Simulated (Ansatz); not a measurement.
Cost and result for the atomization energy of GeH6OSSi (`S[SiH2][O][GeH3]`) (10 atoms, 9 bonds).

Cartesian coordinates in Å:
```
S -1.4833 1.6728 0.6749
Si -1.0561 0.2938 -0.9033
O 0.4134 -0.3893 -0.7620
Ge 1.3073 -0.9871 0.6627
H -0.5736 2.5784 0.2762
H -1.0976 0.9771 -2.2160
H -2.1458 -0.7067 -0.7777
H 1.9673 0.2157 1.3500
H 2.3482 -1.9575 0.0932
H 0.3201 -1.6973 1.6020
```

Charge 0, multiplicity 1. Correlated methods include outer-core shells of Ge, which these sets cover unevenly. Scalar relativity is left out up to krypton. The structure was optimised at the PBE0-D4/def2-TZVP level. It is one conformer, not always the lowest. Program: Ansatz. All runs use 4 threads of an Intel Xeon 6975P-C on a shared host. Times are those of one run each, without the atoms' runs, and a repeat can differ threefold. Electronic energies, without spin–orbit coupling; frozen cores. CCSD(T)/CBS adds CCSD(T) − MP2 in def2-TZVPP to the MP2 limit, and its time is that of the two runs behind it. T1 = 0.012. With those shells the extrapolation isn't a true limit. B3LYP takes the VWN-RPA correlation (the form of Gaussian; ORCA's B3LYP/G).

CCSD(T)/CBS is a level of theory with its own doubt, some kJ/mol a heavy atom from the limit and from the frozen cores, so smaller differences don't rank the functionals.

```json
{"level": "LDA (SPW92)/def2-TZVPP", "functions": "247", "wall time": "0.8 s"}
{"level": "PBE-D4/def2-TZVPP (with forces)", "functions": "247", "wall time": "1.4 s"}
{"level": "PBE0-D4/def2-TZVPP", "functions": "247", "wall time": "2 s"}
{"level": "CAM-B3LYP-D4/def2-TZVPP", "functions": "247", "wall time": "2.3 s"}
{"level": "r2SCAN-D4/def2-TZVPP (with forces)", "functions": "247", "wall time": "2.5 s"}
{"level": "CCSD(T)/def2-SVP", "functions": "112", "wall time": "2.9 s"}
{"level": "B3LYP-D4/def2-TZVPP (with forces)", "functions": "247", "wall time": "3 s"}
{"level": "B2PLYP/def2-TZVPP", "functions": "247", "wall time": "3 s"}
{"level": "ωB97X-V/def2-TZVPP", "functions": "247", "wall time": "4.2 s"}
{"level": "ωB97M-V/def2-TZVPP (with forces)", "functions": "247", "wall time": "6 s"}
{"level": "MP2/def2-QZVPP", "functions": "466", "wall time": "14 s"}
{"level": "CCSD(T)/def2-TZVPP", "functions": "247", "wall time": "39 s"}
{"level": "CCSD(T)/CBS(def2)", "functions": "–", "wall time": "52 s"}
```

**Question.** What atomization energy does each give, and how far from CCSD(T)/CBS? (Best estimate.)

**Answer.** The calculation gave: 
| level | atomization (kcal/mol) | difference from CCSD(T)/CBS | per bond |
| --- | --- | --- | --- |
| LDA (SPW92)/def2-TZVPP | 833.1 | 88.9 | 9.9 |
| PBE-D4/def2-TZVPP (with forces) | 734.5 | -9.7 | -1.1 |
| PBE0-D4/def2-TZVPP | 727.4 | -16.8 | -1.9 |
| CAM-B3LYP-D4/def2-TZVPP | 739.6 | -4.6 | -0.5 |
| r2SCAN-D4/def2-TZVPP (with forces) | 740.6 | -3.6 | -0.4 |
| CCSD(T)/def2-SVP | 682.9 | -61.3 | -6.8 |
| B3LYP-D4/def2-TZVPP (with forces) | 734.5 | -9.7 | -1.1 |
| B2PLYP/def2-TZVPP | 727.8 | -16.4 | -1.8 |
| ωB97X-V/def2-TZVPP | 746.5 | 2.3 | 0.3 |
| ωB97M-V/def2-TZVPP (with forces) | 740.1 | -4.1 | -0.5 |
| MP2/def2-QZVPP | 739.8 | -4.4 | -0.5 |
| CCSD(T)/def2-TZVPP | 724.8 | -19.4 | -2.2 |
| CCSD(T)/CBS(def2) | 744.2 | 0.0 | 0.0 |

Leaving LDA and LC-ωPBE aside and taking each functional with its dispersion term where it has one, the values, not all of them listed here, spread over 28.9 kcal/mol, from revPBE-D4 to B97M-V. LDA lies +104.4 kcal/mol from PBE without D4, its usual overbinding. At CCSD(T), def2-SVP lies −61.3 kcal/mol from the extrapolated value and def2-TZVPP −19.4 kcal/mol: correlation converges slowly with the basis, and small sets miss more of it in the bonded molecule than in its fragments. The D4 term adds +9.5 kcal/mol with B3LYP and +5.0 kcal/mol with PBE0; it sums over pairs of atoms, weighted by their polarisabilities, and B3LYP, whose exchange is more repulsive, gets the larger term.

For some Ge, Se and Sn compounds the MP2-based and the directly extrapolated limit differ by 10 to 25 kJ/mol.
